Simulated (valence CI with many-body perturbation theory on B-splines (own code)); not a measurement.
Results of a calculation; reference values are marked as such.
Rh XL: what each term of the Hamiltonian does

Level of theory: relativistic CI+MBPT: four valence electrons over a frozen Dirac-Fock core [He], a basis of 11 s, 11 p, 9 d, 7 f, 5 g, 2 h, 1 i functions for each j, with the one-electron correlation potential Σ1 (screened to all orders), the two-electron term Σ2, the three-electron term Σ3, Breit, model QED; selected single and double excitations, second order for the rest (own B-spline code, finite nucleus).

The last digits are not significant, and no measured levels were compared; by estimate large intervals hold to a few tenths of a per cent, small ones and those within an open d or f shell to about a per cent. Among the levels kept, up to 270 cm⁻¹ of a level comes from second order outside the variational space, and about a tenth of that is noise between levels of different J, which matters for small intervals.

Each rung adds one term. CI alone is the Dirac-Coulomb CI over the frozen core; QED comes last and gives the full result, which names the levels. Energies are above (2s^2 2p1/2^2) J=0 on the same rung, in eV.

Levels are named by their leading jj configuration (3d3/2^4 stands for four electrons in 3d with j = 3/2), which in mixed levels can hold well under half, so a name can repeat and another be missing. Letters in brackets count levels of one name in rising energy.

```tsv
Level	CI alone	+ Σ1	+ Σ2	+ Σ3	+ Breit	Full
(2s^2 2p1/2 2p3/2) J=1	145.92	145.98	145.93	145.95	142.87	143.21
(2s^2 2p1/2 2p3/2) J=2	160.95	161.01	160.98	160.97	156.16	156.50
(2s 2p1/2^2 2p3/2) J=2	288.57	288.42	288.27	288.27	287.01	284.23
(2s^2 2p3/2^2) J=2	315.52	315.64	315.61	315.60	308.60	309.21
(2s 2p1/2^2 2p3/2) J=1	339.07	338.92	338.67	338.60	338.15	335.34
(2s^2 2p3/2^2) J=0	345.49	345.61	345.68	345.62	340.41	340.98
(2s 2p1/2 2p3/2^2) J=2 [a]	427.30	427.20	427.05	427.04	423.67	421.17
(2s 2p1/2 2p3/2^2) J=3	457.48	457.38	457.22	457.19	451.16	448.66
(2s 2p1/2 2p3/2^2) J=0	482.21	482.11	482.01	481.96	479.67	477.17
(2s 2p1/2 2p3/2^2) J=1 [a]	494.08	493.98	493.70	493.62	490.29	487.79
(2s 2p1/2 2p3/2^2) J=2 [b]	505.64	505.55	505.25	505.15	500.16	497.65
(2s 2p1/2 2p3/2^2) J=1 [b]	509.11	509.01	508.71	508.61	505.49	502.96
(2s 2p3/2^3) J=2	633.63	633.59	633.41	633.34	626.78	624.58
(2p1/2^2 2p3/2^2) J=2	662.82	662.51	661.98	661.84	660.79	655.19
(2s 2p3/2^3) J=1	678.60	678.56	678.23	678.10	671.88	669.66
(2p1/2^2 2p3/2^2) J=0	695.84	695.53	695.05	694.90	695.66	690.08
(2p1/2 2p3/2^3) J=1	814.93	814.68	814.16	814.03	811.02	805.69
(2p1/2 2p3/2^3) J=2	831.00	830.74	830.27	830.14	825.50	820.17
(2p3/2^4) J=0	1000.64	1000.45	1000.01	999.87	994.27	989.27
```

(1) How does the ionisation energy move along the ladder, and which term matters most?

Results:

(1) CI alone 5957.2, + Σ1 5957.6, + Σ2 5957.6, + Σ3 5957.5, + Breit 5950.3, + QED 5950.5 eV. The largest step is Breit, -7.2 eV. NIST lists 5940 ± 7 eV (semi-empirical).
